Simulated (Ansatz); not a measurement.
This geometry of BH4NO + FH (9 atoms, charge 0, multiplicity 1) is a first-order saddle point.

All numbers below come from RKS revPBE/def2-SVP in Ansatz 0.2.0.

```xyz
9
Properties=species:S:1:pos:R:3
B 0.042 -0.047 0.272
N -0.030 0.123 1.803
H -0.839 -0.288 2.277
H 0.839 -0.107 2.300
O 1.324 -0.322 -0.178
H 1.341 -0.440 -1.142
H -0.966 -0.423 -0.301
F -0.191 1.804 0.276
H -0.154 1.347 1.327
```

Which two structures does it join? (They come from a converged band through this point; their orientation in space is the band's.)

Bonds broken: F8–H9. Bonds formed: B1–F8, N2–H9. BH4NO + FH becomes BFH5NO.

First end point:

```xyz
9
Properties=species:S:1:pos:R:3
B 0.110 -0.393 0.302
N 0.003 -0.091 1.704
H -0.860 -0.292 2.209
H 0.834 -0.124 2.302
O 1.368 -0.447 -0.247
H 1.334 -0.564 -1.211
H -0.908 -0.571 -0.342
F -0.312 2.468 0.710
H -0.203 1.661 1.208
```

Last end point:

```xyz
9
Properties=species:S:1:pos:R:3
B 0.067 0.341 0.092
N -0.106 0.222 1.775
H -0.445 -0.709 2.051
H 0.819 0.367 2.211
O 1.226 -0.481 -0.112
H 1.315 -0.695 -1.054
H -1.017 -0.057 -0.369
F 0.261 1.726 -0.099
H -0.755 0.933 2.138
```

How far does it lie above each of them?

10.7 kcal/mol above the first and 24.2 kcal/mol above the second. This is the barrier of this one path; another mechanism may lie lower. The orbitals stay closed-shell, which can raise the energy where a bond breaks towards radicals; this wasn't checked here.

The run took 50 s on 1 thread of AMD EPYC 9R45 96-Core Processor (Zen 5), with other jobs on the host, peak memory 0.13 GiB.
